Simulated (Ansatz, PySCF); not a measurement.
Gas-phase reaction (SMILES): OB(F)F [difluoroborinic acid] + F (HF) → FB(F)F [trifluoroborane] + O (H2O); hydrogen fluoride cleaves one B-O bond, a model of a ligand-exchange step.

Structures are relaxed separately at B3LYP-D3(BJ)/def2-TZVP in Ansatz (a first-principles code), one conformer each, not searched for the lowest. Cores are frozen in the correlated levels unless marked. No spin-orbit coupling. No relativistic terms. Basis-set limits of correlation are two-point, X^-3; Hartree-Fock from the larger set. Thermal terms are rigid-rotor harmonic-oscillator values from B3LYP-D3(BJ) frequencies (Ansatz or PySCF) at 298.15 K and 1 atm. 1 Eh = 627.5095 kcal/mol.

```tsv
species	E, CCSD(T)/CBS(cc-pVTZ,cc-pVQZ) (Ansatz) (Eh)	E, PBE/def2-TZVPD (Ansatz) (Eh)	H - E (Eh)	G - E (Eh)
OB(F)F	-300.32806	-300.36907	0.02926	-0.00168
F (HF)	-100.39146	-100.39521	0.01259	-0.00713
FB(F)F	-324.34859	-324.38659	0.01684	-0.01208
O (H2O)	-76.37426	-76.38111	0.02495	0.00353
```

Task: Work out ΔE and ΔH, ΔG, ΔS and the equilibrium constant at 298.15 K at the first level, then ΔH at the second.

Result: 
1. ΔE = [(-324.34859) + (-76.37426)] - [(-300.32806) + (-100.39146)] = -0.00333 Eh = -2.1 kcal/mol at CCSD(T)/CBS(cc-pVTZ,cc-pVQZ).
2. The terms H - E add up to -0.00006 Eh, so ΔH = (-0.00333 + (-0.00006))×627.5095 = -2.1 kcal/mol.
3. The terms G - E add up to 0.00026 Eh, so ΔG = -1.9 kcal/mol, and ΔS = (-0.00006 - (0.00026))×627509.5/298.15 = -0.7 cal/(mol K).
4. log10 K = -ΔG/(RT ln 10) = 1.4, with RT ln 10 = 1.3642 kcal/mol.
5. At PBE/def2-TZVPD the same steps give ΔE = -2.1 and ΔH = -2.2 kcal/mol, a shift of -0.1 from the first level.
6. These values are not checked against measurement here, since the tables used lack a sound gas-phase enthalpy of formation for at least one species.
